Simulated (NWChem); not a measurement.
The numbers come from NWChem runs, not from measurements. System: Cl2Te, charge 0, spin multiplicity 1, at a geometry optimised with PBE0/def2-SVP with def2 effective core potentials on Te. The structure started from a generated list of species. Level: evGW0@PBE0/def2-TZVP with def2 effective core potentials on Te, RI basis def2-tzvp-rifit, 6 cycles, no spin-orbit coupling.

Output (cleaned and shortened):

```
             Northwest Computational Chemistry Package (NWChem) 7.3.0
             --------------------------------------------------------

                                NWChem Input Module
                                -------------------

 Scaling coordinates for geometry "geometry" by  1.889725989
 (inverse scale =  0.529177249)

 Turning off AUTOSYM since
 SYMMETRY directive was detected!

                             Geometry "geometry" -> ""
                             -------------------------

 Output coordinates in angstroms (scale by  1.889725989 to convert to a.u.)

  No.       Tag          Charge          X              Y              Z
 ---- ---------------- ---------- -------------- -------------- --------------
    1 Te                  52.0000     0.00000000     0.00000000    -0.59854700
    2 Cl                  17.0000     1.81007600     0.00000000     0.91542500
    3 Cl                  17.0000    -1.81007600     0.00000000     0.91542500

 Effective nuclear repulsion energy (a.u.)     438.7188186758

            Nuclear Dipole moment (a.u.)
            ----------------------------
        X                 Y               Z
 ---------------- ---------------- ----------------
     0.0000000000     0.0000000000     0.0000113384

      Symmetry information
      --------------------

 Group name             C2v
 Group number             16
 Group order               4
 No. of unique centers     2

      Symmetry unique atoms

     1    2


 Summary of "ao basis" -> "" (spherical)
 ------------------------------------------------------------------------------
       Tag                 Description            Shells   Functions and Types
 ---------------- ------------------------------  ------  ---------------------
 *                         def2-tzvp                  on all atoms

 Summary of "ri basis" -> "" (spherical)
 ------------------------------------------------------------------------------
       Tag                 Description            Shells   Functions and Types
 ---------------- ------------------------------  ------  ---------------------
 *                      def2-tzvp-rifit               on all atoms

                                 NWChem DFT Module
                                 -----------------

 Summary of "ao basis" -> "ao basis" (spherical)
 ------------------------------------------------------------------------------
       Tag                 Description            Shells   Functions and Types
[...]
@GW        32          5.139           0.000
@GW        33          5.260           0.000
@GW        34          5.665           0.000
@GW        35          7.440           0.000
@GW        36          7.519           0.000
@GW        37          7.565           0.000
@GW        38          7.707           0.000
@GW        39          8.490           0.000
@GW        40          9.401           0.000
@GW        41         11.360           0.000
@GW        42         11.870           0.000
@GW        43         12.366           0.000
@GW        44         12.418           0.000
@GW        45         12.615           0.000
@GW        46         13.540           0.000
@GW        47         14.288           0.000
@GW        48         14.547           0.000
@GW        49         14.255           0.000
@GW        50         14.893           0.000
@GW        51         15.219           0.000
@GW        52         16.004           0.000
@GW        53         16.507           0.000
@GW        54         16.629           0.000
@GW        55         17.472           0.000
@GW        56         17.723           0.000
@GW        57         25.835           0.000
@GW        58         26.184           0.000
@GW        59         26.164           0.000
@GW        60         26.578           0.000
@GW        61         26.430           0.000
@GW        62         27.351           0.000
@GW        63         26.901           0.000
@GW        64         28.828           0.000
@GW        65         29.338           0.000
@GW        66         30.737           0.000
@GW        67         37.758           0.000
@GW        68         38.013           0.000
@GW        69         39.804           0.000
@GW        70         40.265           0.000
@GW        71         40.141           0.000
@GW        72         40.293           0.000
@GW        73         41.010           0.000
@GW        74         53.836           0.000
@GW        75         53.859           0.000
@GW        76         53.998           0.000
@GW        77         54.212           0.000
@GW        78         55.229           0.000
@GW        79         55.721           0.000
@GW        80         55.953           0.000
@GW        81         56.221           0.000
@GW        82         57.107           0.000
@GW        83         57.004           0.000
@GW        84         64.023           0.000
@GW        85         64.260           0.000
@GW        86         64.492           0.000
@GW        87         64.534           0.000
@GW        88         64.168           0.000
@GW        89         64.176           0.000
@GW        90         64.295           0.000
@GW        91         64.174           0.000
@GW        92         65.396           0.000
@GW        93         67.011           0.000
@GW        94         66.943           0.000
@GW        95         66.224           0.000
@GW        96         65.587           0.000
@GW        97         65.853           0.000
@GW        98         65.667           0.000
@GW        99         66.522           0.000
@GW       100         67.760           0.000
@GW       101         67.361           0.000
@GW       102         72.400           0.000
@GW       103         76.555           0.000
@GW       104         84.573           0.000
@GW       105         86.108           0.000
@GW       106         86.805           0.000
@GW       107         87.059           0.000
@GW       108         88.140           0.000
@GW       109         94.136           0.000
@GW       110         95.158           0.000
@GW       111        115.028           0.000
@GW       112        303.020           0.000
@GW       113        303.323           0.000
@GW       114        303.399           0.000
@GW       115        303.574           0.000
@GW       116        307.012           0.000
@GW       117        307.276           0.000
@GW       118        685.432           0.000
@GW       119        687.189           0.000
@GW       120       1059.057           0.000
@GW       121       1060.520           0.000
@GW       122       1061.632           0.000
@GW       123       1114.063           0.000
@GW       124       2847.351           0.000

     GW Timing Statistics
   ------------------------
   Init.   :          0.1s
     ERIs  :          1.4s
     Distr.:          0.1s
     Vxc   :          1.0s
   Sigma_x :          0.0s
   RPA     :          3.9s
   Wmn     :          6.1s
   Sigma_c :          3.9s
   GW total:         16.6s

 Task  times  cpu:       16.6s     wall:       16.6s

 Total times  cpu:       26.1s     wall:       26.1s
```

**Question.** Write an NWChem input that would produce this output.

**Answer.** One answer among several that fit: 
```
start mol
memory heap 200 mb stack 700 mb global 1700 mb
geometry units angstroms nocenter noautoz
  Te     0.000000     0.000000    -0.598547
  Cl     1.810076     0.000000     0.915425
  Cl    -1.810076     0.000000     0.915425
  symmetry group C2v
end
basis spherical
  * library def2-tzvp
end
ecp
  Te library def2-ecp
end
basis "ri basis" bse spherical
  * library def2-tzvp-rifit
end
dft
  xc pbe0
  iterations 100
  direct
  tolerances tight
end
task dft energy
gw
  evgw0 6
  states alpha occ -1 vir -1
end
task dft gw
```
